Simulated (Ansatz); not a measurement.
`C#CB[SiH2]C` at its PBE0-D4/def2-TZVP geometry, where that method's forces vanish. Total charge 0; spin multiplicity 1.

```xyz
12

C    -0.9411    0.3515   -2.6607
C    -0.0304   -0.0240   -1.9551
B     1.0558   -0.4700   -1.0277
Si    0.8382   -0.3390    0.9720
C    -0.8047    0.3717    1.5252
H    -1.7335    0.6781   -3.2944
H     2.0657   -0.9099   -1.4948
H     1.0257   -1.7094    1.5381
H     1.9640    0.4927    1.4959
H    -1.6304   -0.2425    1.1590
H    -0.8707    0.4203    2.6141
H    -0.9387    1.3806    1.1284
```

What forces (eV/Å) does PBE-D4/def2-TZVPP give on these atoms in Ansatz 0.2.0? (Estimate.)

The calculation gave: 
```
C1  -0.742  0.307 -0.566
C2   0.883 -0.364  0.692
B3  -0.093  0.040  0.008
Si4 -0.001 -0.003 -0.171
C5   0.032 -0.013  0.012
H6  -0.159  0.065 -0.128
H7   0.127 -0.055 -0.042
H8   0.036 -0.143  0.066
H9   0.129  0.075  0.062
H10 -0.158 -0.112 -0.067
H11 -0.025  0.015  0.206
H12 -0.030  0.189 -0.073
```
